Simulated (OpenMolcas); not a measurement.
A calculation on Re3+.

```yaml
Program: OpenMolcas
Method: "MS-RASPT2, IPEA 0.25 Eh, imaginary shift 0.1 Eh (closed shells correlated: 5s)"
Basis: ANO-RCC-VQZP [9s8p6d4f3g2h]
Scalar_Hamiltonian: DKH2, point nucleus
Active_space: 10 electrons in 8 orbitals (RAS1 5p, at most 2 holes; RAS2 5d)
State_averaging: 2S+1 = 5 even, 5 roots; 2S+1 = 3 even, 45 roots; 2S+1 = 1 even, 50 roots
Spin-orbit_coupling: state interaction with AMFI integrals over the reference wave functions, term energies averaged over their components
```

Task: Which level of the active space comes out lowest?

Result: 5d⁴ ⁵D₀, with 67 % of that term; it is also the measured ground level.

Task: How high does 5d⁴ ⁵D₃ lie?

Result: 8930 cm⁻¹ above the lowest level; measured 8350 cm⁻¹ above the ground level, so the calculation is off by +7 %.

Task: How high does 5d⁴ ³H₅ lie?

Result: 22110 cm⁻¹ above the lowest level; measured 20930 cm⁻¹ above the ground level, so the calculation is off by +6 %.

Task: How high does 5d⁴ ³H₆ lie?

Result: 23980 cm⁻¹ above the lowest level; measured 22896 cm⁻¹ above the ground level, so the calculation is off by +5 %.

Task: The level at 17920 cm⁻¹ has J = 4. What is it made of, and what is its g factor?

Result: 59 % 5d⁴ ³H₄, 15 % 5d⁴ ³G, 11 % 5d⁴ ⁵D; g = 0.954, against 0.800 from Landé's formula for the pure leading term.

Measured values: the list in Brasseur, Gamrath and Quinet, At. Data Nucl. Data Tables 157, 101636 (2024).

CASPT2 does not keep the components of a term degenerate, so their means are used; among the terms shown or strongly mixed into the levels shown the widest spread is 1300 cm-1 (5d⁴ ¹I). Active for correlation alone: 5p; no level in the range computed is led by a configuration that opens it, so any true level of that kind is missing. The CASPT2 spread within a term exceeds the gap to the next term for 5d⁴ ³P(1) and 5d⁴ ³H, so the order of their levels is uncertain. Computed and measured levels are paired by configuration, term and J; levels that our copy of the source lacks, or whose pairing is in doubt (as where it misses far off the trend of its configuration), stay unpaired and out of the deviations. Levels of configurations outside the active space are missing.

A number in round brackets counts repeated terms of one configuration in the order of the reference energies.
